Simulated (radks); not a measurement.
Task: Er II, 67 electrons, occupied as [Xe] 4f11 6s1 6p1 (not the ground configuration). Method: scalar-relativistic Kohn-Sham, BLYP, spin-polarised, spherical densities, point nucleus; open shells are filled with parallel spins first (spin-orbit coupling, left out, can overturn this in heavy ions); computed with a radial shooting solver on a logarithmic mesh with Libxc functionals. Some entries of the table are withheld. Estimate them.

orbital,occ.,eigenvalue (Ry),<1/r> (bohr^-1),<r^2> (bohr^2)
1s up,1,-4218.820,77.58,0.0005677
1s down,1,-4218.818,77.58,0.0005677
2s up,1,-709.7867,18.06,0.008833
2s down,1,-709.7832,18.06,0.008832
2p up,3,-627.8934,16.67,0.007186
2p down,3,-627.8905,16.67,0.007186
3s up,1,-160.0779,6.657,0.05805
3s down,1,-159.9796,6.659,0.05801
3p up,3,-135.1742,6.218,0.05845
3p down,3,-135.0761,6.221,0.05840
3d up,5,-103.9999,5.894,0.04877
3d down,5,-103.9246,5.897,0.04871
4s up,1,-32.67144,2.815,0.2909
4s down,1,-32.46223,2.814,0.2910
4p up,3,-24.47199,2.576,0.3297
4p down,3,-24.26653,2.575,0.3299
4d up,5,-13.49381,2.277,0.3929
4d down,5,-13.29275,2.275,0.3938
5s up,1,-4.88879,(1),1.698
5s down,1,-4.78919,(2),1.717
5p up,3,-2.93330,0.9056,2.368
5p down,3,-2.85737,0.8981,2.395
4f up,7,-1.49885,1.711,0.7678
4f down,4,-1.31862,1.693,0.8042
6s up,1,(3),(4),12.25
6s down,0,(5),(6),12.14
6p up,1,-0.54053,0.3017,19.33

Result: 
(1) 5s up <1/r> (bohr^-1): 1.081
(2) 5s down <1/r> (bohr^-1): 1.073
(3) 6s up eigenvalue (Ry): -0.86742
(4) 6s up <1/r> (bohr^-1): 0.3802
(5) 6s down eigenvalue (Ry): -0.78121
(6) 6s down <1/r> (bohr^-1): 0.3857
